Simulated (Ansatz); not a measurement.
Ansatz (a program for electronic structure) input (HF/STO-3G):

Ansatz 0.2 input:
```yaml
crystal:
  periodic: [false, false, false]
  atoms:
    - {symbol: C, position_ang: [-0.39279800, 0.73414600, 0.86074700]}
    - {symbol: F, position_ang: [-0.84589900, 1.81629200, 0.23090200]}
    - {symbol: Br, position_ang: [0.27968100, -0.62004100, -0.25708200]}
    - {symbol: H, position_ang: [0.18103500, 0.94991400, 1.75526800]}
basis:
  gaussian:
    orbitals: STO-3G
hamiltonian:
  xc: {name: HF}
magnetization: {spin_polarized: true, initial_magnetization: 1}
relax: {f_tol: 0.003, max_steps: 120}
```

From the output:

```
mean field -72943.84938136 eV, -2680.6370216480 hartree, gradient 8.4e-6 eV, S^2 0.761819; 0 other end points of the search recorded, 0 dependent functions left out
the calculation of the forces begins
reference -72943.84938136 eV, -2680.6370216480 hartree; 26, 25 occupied and 3, 4 virtual orbitals, 347 factors
relax step   3: F+E_penalty+E_count = -72943.84938136 eV  Δ(F+E_penalty+E_count) = -4.075e-3 eV  max|allowed force component| = 3.405e-2 eV/Å  Δτ_max = 0.0208 Å  (26 SCF iters, accepted)
these checks for a lower state are left out or cut short: starts, cluster_reference, orbital_swaps, neighbouring_geometries, increment
integrals: 0.00 GiB planned
347 factors; integrals over basis functions are off by at most 6.5e-6 eV
mean field: 0.09 GiB planned
mean field evaluation 32: about -72943.8494 eV, gradient 1.0e-5 eV
mean field -72943.84941133 eV, -2680.6370227494 hartree, gradient 1.0e-5 eV, S^2 0.761830; 0 other end points of the search recorded, 0 dependent functions left out
the calculation of the forces begins
reference -72943.84941133 eV, -2680.6370227494 hartree; 26, 25 occupied and 3, 4 virtual orbitals, 347 factors
relax step   4: F+E_penalty+E_count = -72943.84941133 eV  Δ(F+E_penalty+E_count) = -2.997e-5 eV  max|allowed force component| = 1.587e-2 eV/Å  Δτ_max = 0.0007 Å  (28 SCF iters, accepted)
these checks for a lower state are left out or cut short: starts, cluster_reference, orbital_swaps, neighbouring_geometries, increment
integrals: 0.00 GiB planned
347 factors; integrals over basis functions are off by at most 6.5e-6 eV
mean field: 0.09 GiB planned
mean field -72943.84933520 eV, -2680.6370199517 hartree, gradient 1.0e-5 eV, S^2 0.761950; 0 other end points of the search recorded, 0 dependent functions left out
the calculation of the forces begins
reference -72943.84933520 eV, -2680.6370199517 hartree; 26, 25 occupied and 3, 4 virtual orbitals, 347 factors
relax step   5: F+E_penalty+E_count = -72943.84933520 eV  Δ(F+E_penalty+E_count) = +7.613e-5 eV  max|allowed force component| = 5.674e-2 eV/Å  Δτ_max = 0.0032 Å  (28 SCF iters, rejected (line search))
these checks for a lower state are left out or cut short: starts, cluster_reference, orbital_swaps, neighbouring_geometries, increment
integrals: 0.00 GiB planned
347 factors; integrals over basis functions are off by at most 6.5e-6 eV
mean field: 0.09 GiB planned
mean field -72943.84941166 eV, -2680.6370227616 hartree, gradient 1.0e-5 eV, S^2 0.761852; 0 other end points of the search recorded, 0 dependent functions left out
the calculation of the forces begins
reference -72943.84941166 eV, -2680.6370227616 hartree; 26, 25 occupied and 3, 4 virtual orbitals, 347 factors
relax step   6: F+E_penalty+E_count = -72943.84941166 eV  Δ(F+E_penalty+E_count) = -3.297e-7 eV  max|allowed force component| = 2.304e-2 eV/Å  Δτ_max = 0.0010 Å  (28 SCF iters, accepted)
these checks for a lower state are left out or cut short: starts, cluster_reference, orbital_swaps, neighbouring_geometries, increment
integrals: 0.00 GiB planned
347 factors; integrals over basis functions are off by at most 6.5e-6 eV
mean field: 0.09 GiB planned
mean field -72943.84942046 eV, -2680.6370230848 hartree, gradient 1.0e-5 eV, S^2 0.761851; 0 other end points of the search recorded, 0 dependent functions left out
the calculation of the forces begins
reference -72943.84942046 eV, -2680.6370230848 hartree; 26, 25 occupied and 3, 4 virtual orbitals, 347 factors
relax step   7: F+E_penalty+E_count = -72943.84942046 eV  Δ(F+E_penalty+E_count) = -8.797e-6 eV  max|allowed force component| = 2.529e-3 eV/Å  Δτ_max = 0.0005 Å  (29 SCF iters, accepted)
integrals: 0.00 GiB planned
347 factors; integrals over basis functions are off by at most 6.5e-6 eV
mean field: 0.09 GiB planned
mean field evaluation 64: about -72943.7490 eV, gradient 2.0e0 eV
mean field -72943.84942046 eV, -2680.6370230848 hartree, gradient 1.0e-5 eV, S^2 0.761851; 1 other end points of the search recorded, 0 dependent functions left out
the calculation of the forces begins
reference -72943.84942046 eV, -2680.6370230848 hartree; 26, 25 occupied and 3, 4 virtual orbitals, 347 factors
Total energy: -72943.84942046 eV, -2680.6370230848 hartree
Atom 0 at    -0.382419     0.740446     0.849882 Å, force     0.000528     0.002071     0.002529 eV/Å
Atom 1 at    -0.863260     1.834418     0.228082 Å, force    -0.000365    -0.000094    -0.000614 eV/Å
Atom 2 at     0.283486    -0.634953    -0.255172 Å, force     0.000473    -0.001028    -0.000875 eV/Å
Atom 3 at     0.184211     0.940400     1.767043 Å, force    -0.000636    -0.000949    -0.001041 eV/Å
Dipole moment:     0.039235     0.080644     0.218069 e Å
```

The geometry given is a B3LYP-D3(BJ)/def2-TZVP minimum.
